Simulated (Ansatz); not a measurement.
Geometry optimisation, Ansatz 0.2.0, RKS PBE-D4/def2-SVP.

Input:

```yaml
crystal:
  periodic: [false, false, false]
  atoms:
    - { symbol: B, position_ang: [-0.059471, 0.228895, -0.024695] }
    - { symbol: H, position_ang: [-0.132595, 0.423194, 1.160083] }
    - { symbol: H, position_ang: [0.975068, -0.053735, -0.580056] }
    - { symbol: Cl, position_ang: [-1.506151, 0.480643, -0.964789] }
    - { symbol: Br, position_ang: [-0.135866, -2.778579, 1.176796] }
    - { symbol: H, position_ang: [-0.138086, -1.360417, 1.68686] }
basis:
  gaussian: { orbitals: def2-SVP }
hamiltonian:
  xc: pbe
  dispersion: d4
relax:
  f_tol: 0.03
  max_steps: 50
```

Launched with:

```bash
$ ansatz run input.yaml --threads 1 --pin off --max-ram 2048MiB --backend cpu --events-out ev --progress --plain --runs-dir out
```

Where does it end, and by what steps?

The run converged. The force dipped under the threshold on the way, but the program's further checks kept it going. After 30 steps the energy has fallen by 0.104 eV; H6 moved furthest, 0.94 Å.

```json
{"step": "0", "energy less start (eV)": "0.0000", "largest force component (eV/Å)": "1.165", "accepted": "yes"}
{"step": "2", "energy less start (eV)": "-0.0220", "largest force component (eV/Å)": "0.609", "accepted": "no"}
{"step": "4", "energy less start (eV)": "-0.0484", "largest force component (eV/Å)": "0.070", "accepted": "yes"}
{"step": "6", "energy less start (eV)": "-0.0492", "largest force component (eV/Å)": "0.441", "accepted": "no"}
{"step": "8", "energy less start (eV)": "-0.0555", "largest force component (eV/Å)": "0.306", "accepted": "yes"}
{"step": "10", "energy less start (eV)": "-0.0479", "largest force component (eV/Å)": "0.826", "accepted": "no"}
{"step": "12", "energy less start (eV)": "-0.0810", "largest force component (eV/Å)": "0.115", "accepted": "yes"}
{"step": "14", "energy less start (eV)": "-0.0889", "largest force component (eV/Å)": "0.070", "accepted": "yes"}
{"step": "16", "energy less start (eV)": "-0.0894", "largest force component (eV/Å)": "0.304", "accepted": "yes"}
{"step": "18", "energy less start (eV)": "-0.0922", "largest force component (eV/Å)": "0.113", "accepted": "yes"}
{"step": "20", "energy less start (eV)": "-0.0858", "largest force component (eV/Å)": "0.602", "accepted": "no"}
{"step": "22", "energy less start (eV)": "-0.0948", "largest force component (eV/Å)": "0.206", "accepted": "yes"}
{"step": "24", "energy less start (eV)": "-0.0985", "largest force component (eV/Å)": "0.020", "accepted": "yes"}
{"step": "26", "energy less start (eV)": "-0.0986", "largest force component (eV/Å)": "0.242", "accepted": "yes"}
{"step": "28", "energy less start (eV)": "-0.1010", "largest force component (eV/Å)": "0.027", "accepted": "yes"}
{"step": "30", "energy less start (eV)": "-0.1041", "largest force component (eV/Å)": "0.027", "accepted": "yes"}
```

```xyz
6
Properties=species:S:1:pos:R:3
B 0.010 0.252 -0.100
H 0.204 0.766 0.979
H 0.902 -0.047 -0.863
Cl -1.646 0.224 -0.711
Br 0.290 -2.278 1.106
H -0.757 -1.978 2.043
```

Whether the end is a true minimum wasn't checked by a vibrational analysis.

Run time: 59 s on 1 thread of Intel(R) Xeon(R) Platinum 8259CL CPU @ 2.50GHz (Skylake/Cascade Lake), on a shared host, peak memory 0.15 GiB.
